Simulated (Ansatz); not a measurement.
Q: Name a neutral molecule of B, F, O, S, Si and H with HOMO energy (B3LYP/def2-TZVPP) between -8.20 and -7.90 eV and LUMO energy (B3LYP/def2-TZVPP) between -1.20 and -0.90 eV (Ansatz, PBE0-D4/def2-TZVP geometry).

A: `O[SiH2]SBF` (-8.06 eV, -1.12 eV). Other molecules can fit too; these were computed, each in one conformer that needn't be the lowest.

B3LYP here is the variant with VWN-RPA as its local correlation; programs differ in this.
